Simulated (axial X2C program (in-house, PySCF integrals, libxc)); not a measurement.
# Working with the constants of Sn₂

A bond curve at the PW91 level, 2c, was computed with an axial X2C code built on PySCF integrals (basis Sn dyall-cv3z [11s12p9d4f1g] (cores contracted in-house)) for the state Ω = 1 (⟨Sz⟩ = 1.02, ⟨Lz⟩ = -0.02 at PW91). Its fit gives Re = 2.7990 Å, ωe = 178.7 cm⁻¹, ωexe = 0.324 cm⁻¹ and αe = 9.146e-05 cm⁻¹; the masses are 119.9022 and 119.9022 u. Two-component means X2C with spin–orbit coupling and atomic mean-field Coulomb and Gaunt terms.

Task: Find the reduced mass, Be and the force constant.

Result: From the PW91 values: μ = 59.9511 u. Be = 16.8576/(μ Re²) = 0.03589 cm⁻¹. k = 5.8918×10⁻⁷ μ ωe² = 1.13 mdyn/Å.

Task: A Morse curve ties αe to the other constants (Pekeris). How well does that hold?

Result: αe(Morse) = 6Be²/ωe × (√(ωexe/Be) − 1) = 8.670e-05 cm⁻¹; the PW91 curve gives 9.146e-05 cm⁻¹, a ratio of 0.95.

Task: Where do the fundamental and the first overtone lie?

Result: ν(1←0) = ωe − 2ωexe = 178.1 cm⁻¹; ν(2←0) = 2ωe − 6ωexe = 355.5 cm⁻¹.

Task: Estimate the centrifugal constant by the Kratzer relation.

Result: D = 4Be³/ωe² = 5.79e-09 cm⁻¹.

The state is one determinant whose occupation by symmetry is held fixed; it was picked as the lowest of a PBE0 search that is not exhaustive. Density functionals use the spin component along the axis (collinear). Other states lie close and PBE0, whose exact exchange favours high spin, may order them wrongly; the determinant shown need not be the ground state. The nearest other 2c determinant of the search, Ω = 0, lies 0.22 eV up at the distance of the search. With several unpaired electrons one determinant need not be a pure state. Open-shell Ω = 0 determinants with evenly filled partner blocks cannot be reached by this program, so the Ω shown need not be the lowest component. At some level and bond length an empty orbital lies below a filled one. This is the Ω = 1 component of a π² triplet; the 0⁺ component is not one determinant and can lie lowest.
